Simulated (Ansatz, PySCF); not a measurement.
The pair A = HCl (SMILES Cl) (first 2 atoms), B = CH2O (SMILES C=O); geometry from B3LYP-D3(BJ)/def2-TZVP.
(charge 0, multiplicity 1):
```json
[
 {"atom": "Cl", "x (Å)": "-0.1523", "y (Å)": "-0.0562", "z (Å)": "0.4435"},
 {"atom": "H", "x (Å)": "0.1496", "y (Å)": "0.4924", "z (Å)": "1.5878"},
 {"atom": "C", "x (Å)": "-0.3371", "y (Å)": "0.0120", "z (Å)": "3.9994"},
 {"atom": "O", "x (Å)": "0.2812", "y (Å)": "0.8562", "z (Å)": "3.4032"},
 {"atom": "H", "x (Å)": "-0.4021", "y (Å)": "0.0214", "z (Å)": "5.1003"},
 {"atom": "H", "x (Å)": "-0.8622", "y (Å)": "-0.8027", "z (Å)": "3.4716"}
]
```

Frozen-core correlation. CBS: X⁻³ extrapolation of the correlation energy, Hartree–Fock from the larger set.

Run with Ansatz (Gaussian basis) for Hartree–Fock, density functionals and correlated methods; PySCF for the dispersion terms. Each number belongs to the level named beside it.

The monomers are drawn apart, rigid, along the line of their centres of mass. Counterpoise-corrected interaction energies (kcal/mol):

| level | R = 4.005 Å | R = 4.748 Å |
|---|---|---|
| PBE/def2-TZVPPD | -3.0541 | -1.3655 |
| PBE-D3(BJ)/def2-TZVPPD | -3.5447 | -1.5905 |
| wB97M-V/def2-TZVPPD | -3.2544 | -1.5031 |
| CCSD(T)/CBS(aug-cc-pV(D+d)Z, aug-cc-pV(T+d)Z) | -3.2934 | -1.5130 |

Problem. R is the distance of the centres of mass. Find the local exponent m of E ∝ R⁻ᵐ between the two points.

Solution. 
m = ln(E₁/E₂)/ln(R₂/R₁): PBE/def2-TZVPPD 4.7; PBE-D3(BJ)/def2-TZVPPD 4.7; wB97M-V/def2-TZVPPD 4.5; CCSD(T)/CBS(aug-cc-pV(D+d)Z, aug-cc-pV(T+d)Z) 4.6. For scale, two fixed dipoles give m = 3, dipole and quadrupole 4, quadrupoles 5, and dispersion or dipole-induced dipole 6 at long range; at these distances several terms mix, and what is left of overlap and damping shifts m, so it need not match one of them.

Ansatz is an electronic-structure program.
